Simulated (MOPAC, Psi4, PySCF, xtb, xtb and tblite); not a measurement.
Two geometries of C₉H₇NSSe, SMILES C(=Cc1ccc[se]1)c1nccs1, relaxed at GFN2-xTB with one dihedral held; other torsions can differ between them too.

Structure A

```
19

C     -0.8128    -1.6698    -0.0872
C      0.5028    -1.7564    -0.3523
C      1.5189    -0.7417    -0.2237
C      1.7316     0.1421     0.7976
C      2.8591     0.9775     0.6514
C      3.5753     0.7758    -0.4849
Se     2.8705    -0.5796    -1.5324
C     -1.6270    -0.5314     0.2102
N     -2.9108    -0.6474     0.3533
C     -3.5254     0.5328     0.5363
C     -2.7071     1.6208     0.5369
S     -1.0742     1.1421     0.3089
H     -1.4118    -2.5655    -0.1926
H      0.8661    -2.7115    -0.7164
H      1.1053     0.1682     1.6729
H      3.1275     1.7163     1.3876
H      4.4524     1.3139    -0.7966
H     -4.5923     0.5517     0.6668
H     -2.9602     2.6543     0.6590
```

Structure B

```
19

C     -0.9533    -1.6843     0.3824
C      0.3997    -1.6200     0.3965
C      1.2957    -0.5175     0.3288
C      2.6669    -0.7079     0.2953
C      3.4520     0.4494     0.2235
C      2.7327     1.6080     0.2091
Se     0.9056     1.3250     0.2807
C     -1.8499    -0.5985     0.2195
N     -1.5494     0.6651     0.2677
C     -2.6065     1.4649     0.0249
C     -3.7737     0.8200    -0.2303
S     -3.5443    -0.8842    -0.1661
H     -1.4189    -2.6592     0.4237
H      0.9145    -2.5724     0.4749
H      3.0996    -1.6954     0.3183
H      4.5287     0.4177     0.1877
H      3.1529     2.5970     0.1538
H     -2.4664     2.5305     0.0471
H     -4.7371     1.2326    -0.4493
```

Which is lower in energy at the level B3LYP-D3(BJ)/def2-SVP // GFN2-xTB in Psi4 1.11, and by how much?

B is lower, by 16.09 kJ/mol (dihedral C2–C1–C8–S12: 0° in A, 165° in B).

E(B) − E(A) in kJ/mol at the other levels, on the same two geometries: GFN2-xTB (xtb and tblite) -42.07; B3LYP/def2-SVP // GFN2-xTB (Psi4) -16.25; PBE/def2-SVP // GFN2-xTB (Psi4) -21.88; PBE-D3(BJ)/def2-SVP // GFN2-xTB (Psi4) -21.47; PM3, restricted, heats of formation // GFN2-xTB (MOPAC) -52.50; AM1, restricted, heats of formation // GFN2-xTB (MOPAC) -11.07; GFN1-xTB // GFN2-xTB (xtb) -28.72; restricted B3LYP/6-31G*, spherical d, density fitting // GFN2-xTB (PySCF) -13.46.
